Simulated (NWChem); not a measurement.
C₃H₃F₃; SMILES FC1([C@@H](F)C1)F

```xyz
9

F     -0.3740    -1.8409     0.3784
C      0.4914    -0.8099     0.3264
C      0.7896    -0.1977    -1.0315
C     -0.0271     0.5303    -0.0293
F     -1.3320     0.6836    -0.2455
F      0.4827     1.6048     0.5807
H      1.3016    -0.8791     1.0609
H      1.8086     0.1381    -1.2387
H      0.2354    -0.6241    -1.8724
```
Atoms are numbered in this order, from 1.

All runs: NWChem. Pople sets run with spherical d functions. The geometry was optimised at PBE0/def2-SVP. Atomic charges in e: unrestrained fits to the electrostatic potential beside Mulliken populations; buried atoms are poorly determined by the fit.

For level Hartree-Fock/6-31G*:

- Mulliken F1: -0.42
- Mulliken C3: -0.52
- Mulliken C4: 0.87
- Mulliken F5: -0.41

Task: What are these values for level B3LYP/def2-SVP?

Result: The Mulliken F1 is -0.21. The Mulliken C3 comes out as -0.09, the Mulliken C4 is 0.36 and the Mulliken F5 is -0.17.
